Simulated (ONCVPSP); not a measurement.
## An all-electron radial function and its pseudo partner (Al (Z = 13))

Columns: radius, all-electron u(r) and pseudo u(r) of the 3p shell (level -3.41 eV) of aluminium in the configuration [Ne] 3s1 3p2; LDA (Perdew-Wang 92), scalar-relativistic, ONCV scheme, ONCVPSP 4.0.1.

| r (bohr) | all-electron | pseudo |
| --- | --- | --- |
| 0.123 | -0.1045 | 0.0039 |
| 0.245 | -0.2049 | 0.0155 |
| 0.368 | -0.2307 | 0.0347 |
| 0.490 | -0.1990 | 0.0607 |
| 0.613 | -0.1342 | 0.0932 |
| 0.735 | -0.0544 | 0.1304 |
| 0.858 | 0.0308 | 0.1717 |
| 0.980 | 0.1136 | 0.2149 |
| 1.103 | 0.1918 | 0.2594 |
| 1.225 | 0.2622 | 0.3036 |
| 1.348 | 0.3252 | 0.3474 |
| 1.470 | 0.3796 | 0.3892 |
| 1.593 | 0.4264 | 0.4288 |
| 1.715 | 0.4653 | 0.4645 |
| 1.838 | 0.4974 | 0.4958 |
| 1.960 | 0.5226 | 0.5215 |
| 2.083 | 0.5421 | 0.5415 |
| 2.205 | 0.5560 | 0.5558 |
| 2.328 | 0.5651 | 0.5651 |
| 2.450 | 0.5700 | 0.5700 |
| 2.573 | 0.5711 | 0.5711 |
| 2.695 | 0.5690 | 0.5690 |
| 2.818 | 0.5640 | 0.5640 |
| 2.940 | 0.5568 | 0.5568 |
| 3.063 | 0.5475 | 0.5475 |
| 3.185 | 0.5366 | 0.5366 |

Problem. How many radial nodes do the two functions have?

Solution. The all-electron 3p function has n − l − 1 = 1; the pseudo-wave has 0, since the states of the same l below it are removed with the core.

Problem. At about which radius was the pseudo-wave matched?

Solution. 2.45 bohr. The columns agree to 0.0005 from 2.21 bohr on; several derivatives are matched, so the curves merge somewhat inside the radius.

Problem. Is the pseudo-wave norm-conserving?

Solution. Yes: the ONCV scheme keeps the norm inside the radius equal to the all-electron one, which fixes the energy derivative of the logarithmic derivative at the level.
